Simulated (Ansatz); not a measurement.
Input (CCSDT(Q)/cc-pVTZ; Ansatz, a first-principles code):

Ansatz 0.2 input:
```yaml
crystal:
  periodic: [false, false, false]
  atoms:
    - {symbol: B, position_ang: [-0.62785284, -0.38918654, -0.39739154]}
    - {symbol: H, position_ang: [-1.51106234, -0.93666077, -0.95640787]}
    - {symbol: Br, position_ang: [-0.34384852, 1.46583924, -0.70497755]}
    - {symbol: Br, position_ang: [0.47671500, -1.38347943, 0.78907371]}
basis:
  gaussian:
    orbitals: cc-pVTZ
magnetization: {spin_polarized: false}
correlation: {method: ccsdt_q, electrons: outside_noble_gas}
```

Output:

```
Functional definition: HF
integrals: 0.37 GiB planned
1534 factors; integrals over basis functions are off by at most 2.6e-7 eV
mean field: 0.99 GiB planned
mean field evaluation 1: about -140688.9902 eV, gradient 1.4e1 eV
mean field evaluation 2: about -140689.1112 eV, gradient 1.5e1 eV
mean field evaluation 4: about -140689.9930 eV, gradient 2.2e0 eV
mean field evaluation 8: about -140690.0204 eV, gradient 1.1e-1 eV
mean field evaluation 16: about -140689.6724 eV, gradient 7.4e0 eV
mean field -140690.02050042 eV, -5170.2628902693 hartree, gradient 1.2e-6 eV, S^2 0.000000; 0 other end points of the search recorded, 0 dependent functions left out
29 core orbitals not correlated
reference -140690.02050042 eV, -5170.2628902693 hartree; 9, 9 occupied and 92, 92 virtual orbitals, 1534 factors
second order -11.41541962 eV of doubles, -0.00000000 eV of singles
coupled cluster: 5.28 GiB planned
cycle   1  -12.01440265 eV  change   -6.0e-1 eV  update   1.0e-1
cycle   2  -12.59447896 eV  change   -5.8e-1 eV  update   4.9e-2
cycle   3  -12.98592907 eV  change   -3.9e-1 eV  update   2.3e-2
cycle   4  -12.91532847 eV  change    7.1e-2 eV  update   8.4e-3
cycle   5  -12.90192441 eV  change    1.3e-2 eV  update   4.8e-3
cycle   6  -12.90883990 eV  change   -6.9e-3 eV  update   1.4e-3
cycle   7  -12.90974288 eV  change   -9.0e-4 eV  update   5.9e-4
cycle   8  -12.90920978 eV  change    5.3e-4 eV  update   1.5e-4
cycle   9  -12.90929431 eV  change   -8.5e-5 eV  update   5.8e-5
cycle  10  -12.90936124 eV  change   -6.7e-5 eV  update   2.3e-5
cycle  11  -12.90927519 eV  change    8.6e-5 eV  update   8.5e-6
cycle  12  -12.90928471 eV  change   -9.5e-6 eV  update   3.3e-6
cycle  13  -12.90928716 eV  change   -2.5e-6 eV  update   1.2e-6
cycle  14  -12.90928894 eV  change   -1.8e-6 eV  update   5.0e-7
cycle  15  -12.90928946 eV  change   -5.2e-7 eV  update   1.9e-7
perturbative correction -0.02313088 eV, -0.0008500443 hartree
Total energy: -140702.95292076 eV, -5170.7381479511 hartree
```
